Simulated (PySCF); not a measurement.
Compound: C5H5BBrF2N.
Bonds: C1–N2, N2–C3 (aromatic), C3–Br4, C3–C5 (aromatic), C5–C6 (aromatic), C6–C7 (aromatic), C7–B8, B8–F9, B8–F10, N2–C7 (aromatic). Hydrogens: H11, H12, H13 on C1; H14 on C5; H15 on C6.

Method: PBE0-D3(BJ)/def2-SVP geometry optimisation, gas phase in PySCF; density fitting, grid level 2; the optimiser is geomeTRIC in internal coordinates, started from a GFN2-xTB structure.

Step 0: E = -82876.6768 eV
```
atom  x, y, z in Å  |  force x, y, z in eV/Å
C1      0.1287   -1.2283   -0.1146   -0.033  -0.006   0.039
N2      0.5436    0.1444   -0.2148   -0.012  -0.164  -0.051
C3     -0.2795    1.2059   -0.0974   -0.776  -0.038   0.125
Br4    -2.1174    0.9906    0.1955    0.242   0.063  -0.037
C5      0.4299    2.3824   -0.2200   -0.074  -0.026   0.014
C6      1.7544    2.0056   -0.4204    0.020  -0.477   0.020
C7      1.8254    0.6114   -0.4145    0.420  -0.001  -0.073
B8      3.0974   -0.2100   -0.5986    0.244  -0.115  -0.042
F9      3.1635   -1.5362   -0.5988   -0.321  -0.224   0.052
F10     4.2668    0.3802   -0.7808    0.025   0.345  -0.004
H11    -0.7575   -1.3956   -0.7291   -0.202  -0.051  -0.138
H12    -0.1149   -1.4790    0.9210   -0.072  -0.105   0.247
H13     0.9273   -1.8784   -0.4577    0.271  -0.146  -0.093
H14     0.0231    3.3720   -0.1692   -0.259   0.555   0.031
H15     2.5926    2.6585   -0.5577    0.528   0.390  -0.090
```

Step 1: E = -82876.7120 eV
```
atom  x, y, z in Å  |  force x, y, z in eV/Å
C1      0.1318   -1.2405   -0.1133   -0.005  -0.018  -0.008
N2      0.5396    0.1416   -0.2188    0.029   0.031   0.000
C3     -0.2898    1.2098   -0.0962    0.159  -0.014  -0.028
Br4    -2.1080    1.0091    0.1959   -0.174  -0.029   0.028
C5      0.4280    2.3899   -0.2185   -0.026   0.063   0.008
C6      1.7617    2.0046   -0.4211    0.078   0.081  -0.014
C7      1.8318    0.6109   -0.4193   -0.072  -0.041   0.008
B8      3.1016   -0.2161   -0.6022   -0.083   0.045   0.021
F9      3.1227   -1.5472   -0.5942    0.092   0.051  -0.017
F10     4.2595    0.4019   -0.7792    0.018  -0.103  -0.006
H11    -0.7535   -1.4215   -0.7384    0.004   0.003   0.001
H12    -0.1181   -1.4987    0.9275   -0.001   0.006  -0.002
H13     0.9502   -1.8819   -0.4527   -0.008   0.009   0.007
H14     0.0106    3.3935   -0.1652    0.026  -0.039  -0.004
H15     2.6154    2.6679   -0.5615   -0.036  -0.045   0.006
```

Task: Estimate the geometry and energy of step 2. (The exact step hangs on the optimiser's Hessian estimate; all steps are aligned on step 1, rigid shifts and turns removed.)

Result: E = -82876.7132 eV, largest force 0.081 eV/Å
```
atom  x, y, z in Å  |  force x, y, z in eV/Å
C1      0.1285   -1.2393   -0.1125    0.007  -0.005   0.001
N2      0.5385    0.1423   -0.2184    0.000   0.029   0.000
C3     -0.2902    1.2105   -0.0968    0.013   0.002   0.003
Br4    -2.1166    1.0039    0.1957    0.023   0.010  -0.003
C5      0.4288    2.3910   -0.2179   -0.024   0.002   0.001
C6      1.7631    2.0054   -0.4207   -0.011  -0.011   0.005
C7      1.8302    0.6108   -0.4184   -0.025  -0.077   0.005
B8      3.1006   -0.2169   -0.6017    0.027   0.030  -0.015
F9      3.1449   -1.5467   -0.5990   -0.070   0.002   0.013
F10     4.2579    0.3999   -0.7819    0.038   0.020  -0.002
H11    -0.7556   -1.4198   -0.7393    0.004   0.001  -0.002
H12    -0.1239   -1.4953    0.9282   -0.002   0.003  -0.002
H13     0.9468   -1.8818   -0.4489    0.014  -0.004  -0.001
H14     0.0131    3.3939   -0.1646    0.004   0.003  -0.001
H15     2.6173    2.6654   -0.5612    0.002  -0.006   0.000
```

The energy changes by -0.0012 eV. The first-order estimate −F·Δx gives -0.0045 eV and the mean of the old and new forces, exact on a quadratic surface, -0.0012 eV. The step makes an angle of 62° with the force vector and moves no atom by more than 0.023 Å.

The cost below is that of the whole optimisation. Hardware: one thread of an AMD EPYC 7R43, no GPU, shared host. Cost: 1.9 min wall, 0.96 GiB resident at most.
